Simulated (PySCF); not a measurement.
Compound: C7H10OP (charge +1).
InChI=1S/C7H9OP/c1-6-5-9(6)7-3-2-4-8-7/h2-4,6H,5H2,1H3/p+1/t6-,9-/m1/s1

Torsions of this conformer, `[CH3:1][C@@H:2]1[CH2:3][P@H+:4]1[c:5]1[cH:6][cH:7][cH:8][o:9]1`: C3–P4–C5–C6 -49°.

The closed-shell ground state was solved at several levels (PySCF, density fitting, gas phase, non-relativistic). Geometry: PBE0-D3(BJ)/def2-SVP, one conformer, isolated ion.

```tsv
level	basis functions	HOMO (eV)	LUMO (eV)	gap (eV)
wB97X-D/def2-SVPD	267	-13.12	-3.57	9.55
B3LYP/pcSseg-1	210	-11.16	-5.49	5.67
```

**Question.** What might PBE0/pcSseg-1 (210 basis functions) give for the same quantities?

**Answer.** HOMO -11.38 eV, LUMO -5.32 eV, gap 6.06 eV.

**Question.** Over all these levels, which gives the widest orbital gap and which the narrowest?

**Answer.** wB97X-D/def2-SVPD (range-separated hybrid) has the widest, 9.55 eV, and B3LYP/pcSseg-1 (global hybrid, 20 % exact exchange) the narrowest, 5.67 eV. Functional and basis both differ between the two, so the spread mixes both effects.
